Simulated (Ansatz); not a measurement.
Isolated molecules relaxed with PBE0-D4/def2-TZVP in Ansatz; ΔE leaves out vibrations. CBS: MP2 limit from def2 TZ/QZ plus the TZ coupled-cluster correction, frozen cores. DFT in def2-TZVPP. One conformer a species, not always the lowest.

Reaction (ligand exchange at the Si–C bond): `FC([SiH3])[SiH2]S` + `OCS` → `OCS[SiH2]S` + `FC[SiH3]`

| level | ΔE (kcal/mol) | difference from CCSD(T)/CBS |
| --- | --- | --- |
| PBE-D4 | -21.1 | -1.3 |
| r2SCAN-D4 | -20.9 | -1.1 |
| PBE0-D4 | -20.9 | -1.1 |
| ωB97X-V | -19.1 | 0.7 |
| PBE | -20.6 | -0.8 |
| HF/def2-TZVPP | -18.4 | 1.4 |
| MP2/def2-TZVPP | -20.7 | -0.9 |
| CCSD/def2-TZVPP | -18.5 | 1.3 |
| MP2/CBS(def2) | -21.4 | -1.6 |
| CCSD/CBS(def2) | -19.2 | 0.6 |
| CCSD(T)/CBS | -19.8 | 0 |

Largest T1 diagnostic among the species: 0.012.

In def2-TZVPP, CCSD(T) changes the Hartree–Fock value by −0.8 kcal/mol (the triples alone add −0.7 kcal/mol) and MP2 by −2.3 kcal/mol. The D4 term adds −0.9 kcal/mol with B3LYP and −0.4 kcal/mol with PBE0; it sums over pairs of atoms, weighted by their polarisabilities, and B3LYP, whose exchange is more repulsive, gets the larger term.

B3LYP here is the variant with VWN-RPA as its local correlation; programs differ in this.
